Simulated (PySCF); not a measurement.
## PbH₄ at several levels of theory

All levels use the PBE0 minimum (singlet; Pb–H 1.750 Å (×4); H–Pb–H 109.5° (×6)), basis [Pb def2-TZVP with ECP60, H def2-TZVP], scalar-relativistic core potentials, density fitting, no spin–orbit coupling, PySCF. For vertical energies the ionised species is a doublet (spins chosen at PBE0 and kept). Atomisation goes to high-spin ground-configuration atoms, without zero-point energy. Open shells are unrestricted, also as the reference of the correlated levels. A dash marks a value that was not computed or is not defined at that level.

| level | atomisation (kJ/mol) | vertical IP (eV) | −ε(HOMO) (eV) | gap (eV) |
| --- | --- | --- | --- | --- |
| PBE0 | 916 | 11.19 | 8.91 | 8.54 |
| HF | 632 | 10.56 | 11.75 | 14.63 |
| MP2 | 822 | 11.23 | – | – |
| PBE | 921 | 11.04 | 7.74 | 6.44 |
| B3LYP | 942 | 11.26 | 8.74 | 8.02 |
| r2SCAN | 936 | 11.13 | 8.04 | 7.03 |
| TPSSh | 976 | 11.14 | 8.38 | 7.56 |
| CAM-B3LYP | 956 | 11.33 | 10.26 | 10.86 |
| LC-wPBE | 925 | 11.42 | 11.60 | 13.46 |

Spin contamination in at least one species weakens the values at: HF, MP2.

With an element this heavy the missing spin–orbit coupling can shift these numbers.
